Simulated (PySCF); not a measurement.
Species: C5H13AlSi.
SMILES: `[SiH3]C[C@@H]1C[CH2][AlH][CH2]1`

The closed-shell SCF was solved with PySCF and density fitting under several settings on one GFN2-xTB geometry (grid level 2 and gas phase unless stated).

```json
{"settings": "PBE0/pcSseg-1", "basis functions": "198", "SCF cycles": "12", "E (Eh)": "-729.7299", "HOMO (eV)": "-7.23", "LUMO (eV)": "-1.18", "dipole (D)": "0.77"}
{"settings": "PBE0/def2-SVPD", "basis functions": "252", "SCF cycles": "12", "E (Eh)": "-729.4813", "HOMO (eV)": "-7.20", "LUMO (eV)": "-1.13", "dipole (D)": "0.81"}
{"settings": "HCTH407/pcSseg-1", "basis functions": "198", "SCF cycles": "14", "E (Eh)": "-730.2652", "HOMO (eV)": "-6.15", "LUMO (eV)": "-1.96", "dipole (D)": "0.80"}
{"settings": "PBE0/pcSseg-1, energy threshold 1e-07 Eh", "basis functions": "198", "SCF cycles": "8", "E (Eh)": "-729.7299", "HOMO (eV)": "-7.23", "LUMO (eV)": "-1.18", "dipole (D)": "0.77"}
{"settings": "B97-2/6-31G*, start guess huckel", "basis functions": "132", "SCF cycles": "12", "E (Eh)": "-730.1684", "HOMO (eV)": "-6.75", "LUMO (eV)": "-1.01", "dipole (D)": "0.83"}
```

Problem. Estimate the rows for these settings: (1) WP04/def2-SVPD, IEF-PCM dimethylsulfoxide; (2) PBE0/pcseg-1; (3) CAM-B3LYP/pcSseg-1, level shift 0.3 Eh.

Solution. 
```json
{"settings": "WP04/def2-SVPD, IEF-PCM dimethylsulfoxide", "basis functions": "252", "SCF cycles": "14", "E (Eh)": "-741.4281", "HOMO (eV)": "-7.98", "LUMO (eV)": "-2.07", "dipole (D)": "0.94"}
{"settings": "PBE0/pcseg-1", "basis functions": "171", "SCF cycles": "12", "E (Eh)": "-729.7092", "HOMO (eV)": "-7.24", "LUMO (eV)": "-1.20", "dipole (D)": "0.75"}
{"settings": "CAM-B3LYP/pcSseg-1, level shift 0.3 Eh", "basis functions": "198", "SCF cycles": "13", "E (Eh)": "-730.1040", "HOMO (eV)": "-8.55", "LUMO (eV)": "-0.26", "dipole (D)": "0.73"}
```

Problem. Over all rows, what range does the HOMO–LUMO gap span?

Solution. From 4.19 eV (HCTH407/pcSseg-1) to 8.29 eV (CAM-B3LYP/pcSseg-1, level shift 0.3 Eh). The functional of the narrowest has no exact exchange, that of the widest range-separated exact exchange.

Problem. And the dipole moment?

Solution. From 0.73 D (CAM-B3LYP/pcSseg-1, level shift 0.3 Eh) to 0.94 D (WP04/def2-SVPD, IEF-PCM dimethylsulfoxide); the largest is 1.29 times the smallest, and the median is 0.79 D.

Problem. Compare two rows with the functional PBE0: PBE0/pcSseg-1, energy threshold 1e-07 Eh and PBE0/pcseg-1. Which energy is lower, and by how much?

Solution. PBE0/pcSseg-1, energy threshold 1e-07 Eh (198 functions) lies 0.0207 Eh or 13 kcal/mol below PBE0/pcseg-1 (171 functions).

Cycle counts include a coarse-grid stage where the run had one. All basis functions are spherical, in the Pople sets too. WP04 was designed for NMR shieldings or shifts; total energies of different functionals aren't comparable. The species at its GFN2-xTB geometry (one conformer only).
